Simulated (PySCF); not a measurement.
H2Te2, SMILES [TeH][TeH]. Atoms are numbered in the order given.

```xyz
4

Te     1.3653    -0.0250    -0.0222
Te    -1.3653     0.0250    -0.0222
H      1.5486     1.1446     1.1521
H     -1.5486    -1.1446     1.1521
```

The structure is a stationary point at B3LYP-D3(BJ)/def2-TZVP. The def2 effective core potentials stand for the cores of Te; spin–orbit coupling is left out.

These are B3LYP-D3(BJ)/def2-TZVP (PySCF) values and carry that method's errors.

Frequencies are harmonic and unscaled.

```tsv
mode	ν (cm⁻¹)	IR (km/mol)	Raman (Å⁴/amu)	depolarisation	moving atoms (share of kinetic energy)
1	193	0.0	12.3	0.24	Te 100 %
2	309	0.1	13.9	0.75	H 99 %
3	588	0.4	26.0	0.41	H 99 %
4	592	30.3	7.3	0.75	H 99 %
5	2086	39.0	258.9	0.08	H 99 %
6	2088	52.9	160.3	0.75	H 99 %
```
